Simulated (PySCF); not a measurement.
Coordinates in bohr (charge 0 multiplicity 1):
```
Hf    0.0000    0.0000    0.0000
F    -2.0856   -2.0856    2.0856
F     2.0856    2.0856    2.0856
F     2.0856   -2.0856   -2.0856
F    -2.0856    2.0856   -2.0856
```

These are results of B3LYP/[Hf def2-SVP with ECP60, F def2-SVP], scalar-relativistic core potentials, density fitting, no spin–orbit coupling, PySCF, not measurements.

This geometry of HfF4 is a stationary point at this level.

(1) What is the point group?

(2) Is it a minimum?

(3) Which band is strongest in the infrared?

(4) What is the atomisation energy, with and without zero-point energy?

Results:

(1) Td.

(2) Yes: all harmonic wavenumbers are real.

(3) 669 cm⁻¹ (t2), 396 km/mol.

(4) 2622 kJ/mol without, 2602 kJ/mol with.

Stability towards spin polarisation was not tested. Only a few start shapes were tried, so a lower isomer may exist. Spin–orbit coupling, left out here, can matter for elements this heavy.
